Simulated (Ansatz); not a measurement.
Basis-set extrapolation for `CBCOC` (PBE0-D4/def2-TZVP geometry, frozen core, the Gaussian-basis code of Ansatz). Multiplicity 1, RHF reference.

```csv
,def2-TZVPP,def2-QZVPP
HF,-218.453435,-218.463961
MP2 correlation,-0.863501,-0.922156
CCSD(T) correlation,-0.949118,not run
```

Energies in hartree. Use E(X) = E(∞) + A·exp(−7.88·√X) for Hartree–Fock and E(X) = E(∞) + B·X^(−2.97) for correlation, with X = 3 and 4, and add CCSD(T) minus MP2 of the smaller set to the MP2 limit.

Q: What is the CCSD(T) energy at the basis-set limit?

A: HF limit: -218.463961 + (-0.010526) × 0.13774 = -218.46541. MP2 limit: -0.922156 + (-0.058655) × 0.74074 = -0.96560. Higher-order term: -0.949118 − (-0.863501) = -0.08562. Total: -219.51663 hartree, 71.6 kcal/mol below CCSD(T)/def2-TZVPP.
